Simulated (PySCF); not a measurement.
Spinor energies of Ag (silver, neutral)

Start: [Kr] 4d10 5s1; 5s1/2 filled at m_j = +1/2. Calculated with PySCF 2.14 in x2c-TZVPall-2c with one added diffuse shell each of s, p, d type (9s10p8d1f, 86 functions): generalised Hartree-Fock with the X2C-1e Hamiltonian and a Gaussian nucleus; one run each with spin-orbit coupling (SO) switched off, then screened by Boettger's factors.

```tsv
spinor shell	electrons	ε, spin-free (eV)	ε, screened SO (eV)	weight of nominal j (screened SO)	rms radius, screened SO (bohr)
1s1/2	2	-25645.6	-25643.7	1.000	0.0357
2s1/2	2	-3861.9	-3861.4	1.000	0.146
2p1/2	2	-3457.1	-3578.5	1.000	0.127
2p3/2	4	-3457.1	-3401.1	1.000	0.131
3s1/2	2	-744.80	-744.67	1.000	0.392
3p1/2	2	-608.49	-630.68	1.000	0.387
3p3/2	4	-608.49	-598.23	1.000	0.398
3d3/2	4	-394.02	-397.82	1.000	0.374
3d5/2	6	-394.02	-391.39	1.000	0.377
4s1/2	2	-116.23	-116.22	1.000	0.980
4p1/2	2	-74.613	-78.336	1.000	1.06
4d3/2	4	-13.924	-14.339	0.998	1.52
4d5/2	6	-13.924	-13.650	0.999	1.55
5s1/2	1	-6.485	-6.488	1.000	3.72
```

Where does 4p3/2 lie, and what is the 4p spin-orbit splitting (screened SO)?

At -72.903 eV, 5.433 eV above 4p1/2.

```tsv
quantity	spin-free	screened SO
E (hartree)	-5312.33405	-5313.31673
M_J	1/2	1/2
⟨J²⟩	0.752	0.752
⟨L²⟩	0.000	0.015
⟨S²⟩	0.752	0.767
```

Breit and QED terms are absent; they matter most for the inner s and p1/2 levels.

Densities and radii are taken from the X2C orbitals without a picture-change correction, which distorts them close to the nucleus.

Without spin-orbit coupling the j labels of p, d and f shells carry no meaning; the spin-free column gives the mean over the occupied spinors of each nl shell.
